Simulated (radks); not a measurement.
Isoelectronic series with 9 electrons, all held in the configuration [He] 2s2 2p5, which need not be the ground one along the series. Calculated with a radial shooting solver on a logarithmic mesh with Libxc functionals: Dirac Kohn-Sham, LDA (Slater exchange, Perdew-Wang correlation), spin-unpolarised, spherical densities, finite nucleus; open shells fill j = l - 1/2 first; Fermi nuclear charge, rms radius of each element as measured or else 0.836 A^(1/3) + 0.57 fm. Total energies (hartree) and mean radii <r> (bohr):

ion   E (hartree)   2p3/2   2p1/2
F       -99.18966   1.105   1.103
Ne+    -127.54368  0.8841  0.8820
Mg3+   -195.62343  0.6423  0.6405
Al4+   -235.34698  0.5668  0.5649
Si5+   -278.86397  0.5075  0.5056
P6+    -326.17973  0.4598  0.4578
S7+    -377.30071  0.4203  0.4183
Cl8+   -432.23424  0.3872  0.3852
